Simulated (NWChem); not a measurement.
System: CH5ClO2Si; SMILES [Si](Cl)(C)(O)O

The following NWChem deck was run.

```
start job
memory heap 200 mb stack 900 mb global 1100 mb
geometry units angstroms noautoz
  C      1.690413     1.079732    -0.261014
  Si    -0.015168     0.413987    -0.032164
  O     -1.076799     0.829275    -1.232431
  O     -0.583166     0.982414     1.404594
  Cl     0.054187    -1.669764    -0.020136
  H      1.661416     2.178834    -0.313562
  H      2.331945     0.789513     0.584162
  H      2.141330     0.696442    -1.187992
  H     -1.282418     0.152226    -1.882901
  H     -1.514218     0.828587     1.592038
end
basis spherical
  C library 6-31g*
  Si library 6-31g*
  O library 6-31g*
  Cl library 6-31g*
  H library 6-31g*
end
dft
  xc xpbe96 cpbe96
  iterations 150
  mulliken
end
task dft energy
```

The geometry was optimised at PBE0/def2-SVP.

Predict the main results of this run. (PBE/6-31G* (spherical d).) Quantities: energy (Ha); highest occupied level (eV); orbital gap (eV); dipole (D).


```
Quantity                      Result
---------------------------  -------
energy (Ha)                  -940.81
highest occupied level (eV)    -7.20
orbital gap (eV)                7.58
dipole (D)                      1.17
```
